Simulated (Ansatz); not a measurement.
`CN(C=N)C=O` + `OC[SeH]` → `N=COC[SeH]` + `CNC=O`  (substitution at a C–N bond)

Computed with Ansatz on PBE0-D4/def2-TZVP structures; ΔE is electronic, products minus reactants. CCSD(T)/CBS adds triple-zeta CCSD(T) − MP2 to the extrapolated MP2 energy (def2 sets, frozen cores). DFT in def2-TZVPP. B3LYP here is the variant with VWN-RPA as its local correlation; programs differ in this. For Se outer-core shells are correlated without core-valence functions, which leaves a few kJ/mol of doubt a bond. Scalar relativity is left out up to krypton. One conformer a species, not always the lowest.

```
         level  ΔE (kJ/mol)
       PBE0-D4         17.4
       ωB97M-V         13.2
        B2PLYP         13.7
           PBE         15.5
        r2SCAN         16.3
          PBE0         16.0
         B3LYP         12.2
CCSD/CBS(def2)         15.8
```

(1) What does CCSD(T)/CBS give? (An estimate is asked.)

Largest T1 diagnostic among the species: 0.015.

Answers

(1) Computed: +17.1 kJ/mol. The listed levels differ from it by 0.3, -3.9, -3.4, -1.6, -0.8, -1.1, -4.9, -1.3 kJ/mol.

In def2-TZVPP, CCSD(T) changes the Hartree–Fock value by +9.0 kJ/mol (the triples alone add +1.4 kJ/mol) and MP2 by +11.8 kJ/mol.
